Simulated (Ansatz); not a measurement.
Consider the redistribution: `CB(F)[CH2][AlH2]` + `C[SiH2][GeH2][Cl]` → `C[B](F)[GeH2][Cl]` + `C[SiH2][CH2][AlH2]`.

Gas-phase electronic energies from Ansatz, PBE0-D4/def2-TZVP geometries. CBS: MP2 limit from def2 TZ/QZ plus the TZ coupled-cluster correction, frozen cores. Functionals use def2-TZVPP. B3LYP here is the variant with VWN-RPA as its local correlation; programs differ in this. For Ge outer-core shells are correlated without core-valence functions, which leaves a few kJ/mol of doubt a bond. Scalar relativity is left out up to krypton. One conformer a species, not always the lowest.

| level | ΔE (kJ/mol) |
| --- | --- |
| B3LYP-D4 | 53.4 |
| B2PLYP | 52.7 |
| PBE | 55.5 |
| r2SCAN | 54.4 |
| B3LYP | 54.7 |
| HF/def2-QZVPP | 52.1 |
| HF/CBS(def2) | 52.1 |
| MP2/CBS(def2) | 50.1 |

(1) What does CCSD(T)/CBS give? (An estimate is asked.)

Largest T1 diagnostic among the species: 0.012.

## Answers

(1) Ansatz gave: +50.1 kJ/mol. The listed levels differ from it by 3.3, 2.6, 5.4, 4.3, 4.6, 2.0, 2.0, 0.0 kJ/mol.

CCSD(T)/CBS has its own doubt, a few kJ/mol and more with outer-core shells, so smaller differences from it don't rank the levels.
